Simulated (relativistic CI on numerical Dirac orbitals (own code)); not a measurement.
**Ions with 69 electrons, Tm I to Bi XV**

Computed by Dirac-Coulomb-Breit CI, separate exchange-only KLI orbitals for each configuration, model QED (radiative potential, 1s self-energy scaled to tabulated hydrogen-like ionisation energies), valence Slater integrals scaled by 0.9, P86 correlation energy added to each configuration (own radial code, finite nucleus).

CI space (outside the closed core [Kr] 4d10): 4f14 5s2 5p6 5d, 4f14 5s2 5p6 6s, 4f14 5s2 5p6 5f, 4f14 5s2 5p5 5d2, 4f14 5s2 5p6 6p, 4f13 5s2 5p6 6s2, 4f14 5s 5p6 5d2. Double excitations out of closed p, d and f shells are left out; levels of such configurations are missing from the list, as are those of other unlisted configurations, and high levels can miss mixing partners.

Energies above each ion's lowest level, in eV. Levels are followed by their leading LS label, which can pass from one level to another where the coupling changes. † marks energies above the tabulated ionisation limit.

```tsv
Ion	4f14 5s2 5p6 6s 2S_1/2	4f14 5s2 5p6 5d 2D_5/2	4f14 5s2 5p6 5d 2D_3/2	4f14 5s2 5p5 5d2 4D°_3/2	4f14 5s2 5p5 5d2 4D°_1/2	4f14 5s2 5p5 5d2 4D°_7/2	4f14 5s2 5p5 5d2 4D°_5/2
Tm I	9.1739†	12.297†	12.471†	33.08†	33.085†	33.203†	33.051†
Yb II	0.075131	2.8313	2.7809	26.75†	26.699†	27.085†	26.81†
Lu III	0	0.64135	0.38067	27.828†	27.729†	28.373†	27.984†
Hf IV	2.7593	0.48745	0	30.944	30.803	31.706	31.206
Ta V	6.4401	0.73184	0	34.413	34.235	35.4	34.791
W VI	10.561	0.99609	0	37.85	37.64	39.069	38.353
Re VII	15.072	1.2822	0	41.258	41.022	43.357	41.892
Os VIII	19.943	1.592	0	44.641	44.384	47.01	45.41
Ir IX	25.153	1.9269	0	48.002	47.73	50.164	48.887
Pt X	30.685	2.2886	0	51.344	51.063	54.045	52.345
Au XI	36.527	2.6784	0	54.669	54.385	57.771	
Hg XII	42.668	3.0979	0	57.979	57.683	61.499	60.569
Tl XIII	49.098	3.5483	0	61.277	61.002	65.248	64.215
Pb XIV	55.808	4.0312	0	64.565	64.303	69.022	67.89
Bi XV	62.791	4.548	0	67.844	67.6	72.823	71.597
```

In the calculation the lowest level changes from 4f13 5s2 5p6 6s2 2F°_7/2 to 4f14 5s2 5p6 6s 2S_1/2 at Lu III; from 4f14 5s2 5p6 6s 2S_1/2 to 4f14 5s2 5p6 5d 2D_3/2 at Hf IV.

Between Z = 80 and 83 the energy of 4f14 5s2 5p6 6s 2S_1/2 follows a local power law Z^10.5. For orientation: electrostatic splittings inside a shell grow about linearly with the screened charge, excitations that change n as its square, and fine structure as its fourth power; written in Z itself the exponents are larger, since the screened charge grows faster in proportion.

For Yb II NIST ASD gives another ground level, 4f14 6s 2S1/2.

The members near neutrality are the least accurate: they can be off by several eV, miss lower levels of configurations outside the list, or start from a wrong lowest level.
